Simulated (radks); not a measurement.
Results of a calculation; reference values are marked as such.
Problem. Species: Cl3+. Configuration: [Ne] 3s2 3p2. Code: a radial shooting solver on a logarithmic mesh with Libxc functionals. Model: Dirac Kohn-Sham, PBE, spin-unpolarised, spherical densities, finite nucleus; open shells are shared between the two j in proportion to 2j + 1; Fermi nuclear charge, rms radius 3.3654 fm. Some entries of the table are withheld. Estimate them.

orbital      occ.  eigenvalue (eV)  <1/r> (bohr^-1)  <r^2> (bohr^2)
1s1/2           2        -2797.547              (1)             (2)
2s1/2           2        -297.5768            3.319          0.2333
2p1/2           2        -237.8223            3.231          0.2033
2p3/2           4        -236.1152            3.207          0.2055
3s1/2           2         -58.8744           0.9932           2.229
3p1/2    0.666667         -45.2344           0.8952             (3)
3p3/2     1.33333         -45.0501           0.8912             (4)
3d3/2           0         -26.0131           0.6761           3.967
3d5/2           0         -26.0018           0.6756           3.971
4s1/2           0         -20.4662           0.4168           12.03

Solution. 
(1) 1s1/2 <1/r> (bohr^-1): 16.68
(2) 1s1/2 <r^2> (bohr^2): 0.01113
(3) 3p1/2 <r^2> (bohr^2): 2.658
(4) 3p3/2 <r^2> (bohr^2): 2.676
